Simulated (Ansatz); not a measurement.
Total energies of CHBrI, SMILES `Br[CH]I` radical.

```xyz
4

Br    0.5444    1.3291   -1.0686
C    -0.2225    0.0736    0.0472
I     0.4344   -1.8561    0.1148
H    -0.7563    0.4533    0.9066
```

The species carries charge 0 and has multiplicity 2. Correlated methods include outer-core shells of Br, I, which these sets cover unevenly. Scalar relativity is left out up to krypton. I: def2 effective core potential. The geometry is a stationary point of PBE0-D4/def2-TZVP. Basis def2-TZVPP, the Gaussian-basis code of Ansatz.

RPA on PBE orbitals: Hartree–Fock energy of these orbitals -2907.44172 Eh, correlation -1.27026 Eh (frozen core).

| functional | kind | energy without D4 (Eh) | D4 term (kJ/mol) |
| --- | --- | --- | --- |
| LDA (SPW92) | LDA | -2906.18553 | – |
| PBE | GGA | -2910.07427 | -10.7 |
| revPBE | GGA | -2910.33415 | -27.7 |
| BLYP | GGA | -2910.47701 | -23.5 |
| r2SCAN | meta-GGA | -2910.60125 | -2.1 |
| B97M-V | meta-GGA with VV10 | -2910.04207 | – |
| PBE0 | global hybrid, 25 % exact exchange | -2910.18982 | -9.1 |
| B3LYP | global hybrid, 20 % | -2910.64381 | -18.0 |
| r2SCANh | meta-GGA hybrid, 10 % | -2910.58808 | -2.4 |
| r2SCAN0 | meta-GGA hybrid, 25 % | -2910.56930 | -2.7 |
| HSE06 (plane-wave form) | screened hybrid | -2910.19062 | -8.6 |
| BHLYP | global hybrid, 50 % | -2910.43678 | -16.4 |
| CAM-B3LYP | range-separated hybrid | -2910.62464 | -9.5 |
| LC-ωPBE | long-range corrected hybrid | -2910.17172 | – |
| ωB97X-V | range-separated hybrid GGA with VV10 | -2910.25789 | – |
| ωB97M-V | range-separated hybrid meta-GGA with VV10 | -2910.33842 | – |
| B2PLYP | double hybrid | -2909.93393 | – |
| PBE-QIDH | double hybrid | -2909.71842 | – |

B3LYP takes the VWN-RPA correlation (the form of Gaussian; ORCA's B3LYP/G). HSE06 is the plane-wave form, built on full-range PBE exchange. The double hybrids freeze the cores in their second-order part.

LC-ωPBE has ω = 0.4 bohr⁻¹.
